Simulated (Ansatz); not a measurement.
`F[SiH2][GeH3]` + H₂Te → `F[SiH2][TeH]` + GeH₄ at 500 K and 1 bar (cleavage of the Si–Ge bond).

Isolated molecules relaxed with PBE0-D4/def2-TZVP in Ansatz; ΔE leaves out vibrations. CBS: MP2 limit from def2 TZ/QZ plus the TZ coupled-cluster correction, frozen cores. def2 core potentials past Kr. For Ge, Te outer-core shells are correlated without core-valence functions, which leaves a few kJ/mol of doubt a bond. Scalar relativity is left out up to krypton.

```
        species  CCSD(T)/CBS energy (Eh)  H − E (kJ/mol)  S (J/(mol·K))
`F[SiH2][GeH3]`              -2468.03899           151.9          378.3
           H₂Te               -268.91024            48.9          247.6
 `F[SiH2][TeH]`               -658.47489           103.9          359.9
           GeH₄              -2078.49493            99.4          244.6
```

H − E and S are ideal-gas, rigid-rotor, harmonic terms from PBE0-D4/def2-TZVP, for one conformer and one mirror image of each species. 1 Eh = 2625.50 kJ/mol, R = 8.31446 J/(mol·K).

Task: By hand: ΔE, ΔH, ΔS and ΔG.

Result: ΔE = (-658.47489) + (-2078.49493) − (-2468.03899) − (-268.91024) = -0.02059 Eh = -54.1 kJ/mol. Δ(H − E) = 103.9 + 99.4 − 151.9 − 48.9 = 2.5, so ΔH = -51.6 kJ/mol. ΔS = 359.9 + 244.6 − 378.3 − 247.6 = -21.4 J/(mol·K). ΔG = -51.6 − 500 × (-21.4)/1000 = -40.9 kJ/mol.

Task: By hand: the equilibrium constant, and the temperature at which ΔG would vanish if ΔH and ΔS stayed fixed.

Result: log₁₀ K = −ΔG/(RT ln 10) = 4.3. ΔG = 0 at ΔH/ΔS = 2411 K.

ΔH outweighs TΔS. A doubt of 5 kJ/mol in ΔE shifts log₁₀ K by 0.5 here. Other conformers and mirror images would add mixing entropy, several J/(mol·K) or more a flexible species. These are equilibria of isolated gas molecules and say nothing of rates. Largest T1 diagnostic: 0.012 (customary marks: 0.02 for closed shells, 0.045 for open ones).
